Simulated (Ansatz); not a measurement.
Energy difference R1 + R2 → 2 P1, each structure at its B3LYP-D3(BJ)/def2-TZVP stationary point, reached from a drawn start (curvature not checked).
R1: H2 (SMILES [H][H]), charge 0, multiplicity 1.
P1, SiH4 (SMILES [SiH4]) (charge 0, multiplicity 1):
```xyz
5

Si     0.0000     0.0000     0.0000
H      0.8547     0.8547     0.8547
H     -0.8547    -0.8547     0.8547
H     -0.8547     0.8547    -0.8547
H      0.8547    -0.8547    -0.8547
```
R2: Si2H6 (SMILES [SiH3][SiH3]), charge 0, multiplicity 1.

P less R. No zero-point or thermal terms.

Correlated levels freeze the cores.

Run with Ansatz (a first-principles code) with Gaussian orbitals. Each number belongs to the level named beside it.

Total energies in hartree:

| structure | PBE/def2-TZVPP | PBE0/def2-TZVPP | CCSD(T)/cc-pV(Q+d)Z |
|---|---|---|---|
| R1 | -1.166122 | -1.168485 | -1.173794 |
| P1 | -291.721620 | -291.756591 | -291.452235 |
| R2 | -582.273639 | -582.339207 | -581.722983 |

Work out the reaction energy at each level in meV (1 hartree = 27211.38625 meV), and say how far PBE/def2-TZVPP lies from CCSD(T)/cc-pV(Q+d)Z.


- PBE/def2-TZVPP: 2 × (-291.721620) − (-1.166122) − (-582.273639) = -0.003479 hartree = -94.7 meV
- PBE0/def2-TZVPP: 2 × (-291.756591) − (-1.168485) − (-582.339207) = -0.005490 hartree = -149.4 meV
- CCSD(T)/cc-pV(Q+d)Z: 2 × (-291.452235) − (-1.173794) − (-581.722983) = -0.007693 hartree = -209.3 meV
PBE/def2-TZVPP less CCSD(T)/cc-pV(Q+d)Z: 114.6 meV. CCSD(T)/cc-pV(Q+d)Z is the level counted from, the highest shown, and no exact or measured value.
